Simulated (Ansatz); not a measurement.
Program: Ansatz. Geometries: PBE0-D4/def2-TZVP. ΔE: electronic, gas phase. CCSD(T)/CBS adds triple-zeta CCSD(T) − MP2 to the extrapolated MP2 energy (def2 sets, frozen cores). This one scheme is used for every species. DFT in def2-TZVPP. For Ge outer-core shells are correlated without core-valence functions, which leaves a few kJ/mol of doubt a bond. Scalar relativity is left out up to krypton. One conformer a species, not always the lowest.

`[SiH3]O[SiH2][GeH3]` + CH₃SH → `CS[SiH2]O[SiH3]` + GeH₄  (cleavage of the Si–Ge bond)

```
             level  ΔE (kcal/mol)
            B2PLYP          -14.0
   CCSD/def2-TZVPP          -13.7
CCSD(T)/def2-TZVPP          -14.3
     MP2/CBS(def2)          -16.5
```

Question: What does CCSD(T)/CBS give? (Estimate.)

Answer: Computed: -14.7 kcal/mol. The listed levels differ from it by 0.7, 1.0, 0.4, -1.8 kcal/mol.

Largest T1 diagnostic among the species: 0.012.

The D4 term adds −2.0 kcal/mol with B3LYP and −1.1 kcal/mol with PBE0; it sums over pairs of atoms, weighted by their polarisabilities, and B3LYP, whose exchange is more repulsive, gets the larger term.

CCSD(T)/CBS has its own doubt, a few kJ/mol and more with outer-core shells, so smaller differences from it don't rank the levels.

B3LYP here is the variant with VWN-RPA as its local correlation; programs differ in this.
